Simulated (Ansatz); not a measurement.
Correlation energies of C2H6FGaS, SMILES `C[CH2][Ga]([F])[SH]` by basis set

```xyz
11

C    -0.8903   -1.0809   -0.0829
C     0.3685   -0.5222   -0.7326
Ga    1.0115    1.1544    0.0495
F     2.4736    1.9018   -0.5821
S     0.1559    2.3317    1.6921
H    -1.2014   -2.0143   -0.5600
H    -1.7294   -0.3847   -0.1579
H    -0.7387   -1.2954    0.9780
H     1.1984   -1.2327   -0.6716
H     0.2160   -0.3310   -1.7992
H    -0.8641    1.4733    1.8666
```

The species carries charge 0 and has multiplicity 1. Correlated methods include outer-core shells of Ga, which these sets cover unevenly. Scalar relativity is left out up to krypton. The geometry is a stationary point of PBE0-D4/def2-TZVP. It is one conformer, not always the lowest. Frozen core, restricted reference, the Gaussian-basis code of Ansatz.

```csv
basis,HF (Eh),MP2 corr.,CCSD corr.,(T),CCSD(T) total
def2-SVP,-2499.02728,-0.81805,-0.85449,-0.02382,-2499.90559
def2-TZVPP,-2499.62815,-1.00658,-1.04130,-0.04090,-2500.71035
def2-QZVPP,-2499.68808,-1.31671,–,–,–
```
